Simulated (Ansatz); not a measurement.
Basis-set extrapolation for `[SiH3][AlH][S][SiH3]` (PBE0-D4/def2-TZVP geometry, frozen core, Ansatz 0.2.0). Multiplicity 1, RHF reference.

```
                       def2-TZVPP    def2-QZVPP
                 HF  -1221.488608  -1221.524605
    MP2 correlation     -0.509957     -0.550758
CCSD(T) correlation     -0.604832       not run
```

Energies in hartree. Use E(X) = E(∞) + A·exp(−7.88·√X) for Hartree–Fock and E(X) = E(∞) + B·X^(−2.97) for correlation, with X = 3 and 4, and add CCSD(T) minus MP2 of the smaller set to the MP2 limit.

Q: What is the CCSD(T) energy at the basis-set limit?

A: HF limit: -1221.524605 + (-0.035997) × 0.13774 = -1221.52956. MP2 limit: -0.550758 + (-0.040801) × 0.74074 = -0.58098. Higher-order term: -0.604832 − (-0.509957) = -0.09488. Total: -1222.20542 hartree, 294.0 kJ/mol below CCSD(T)/def2-TZVPP.
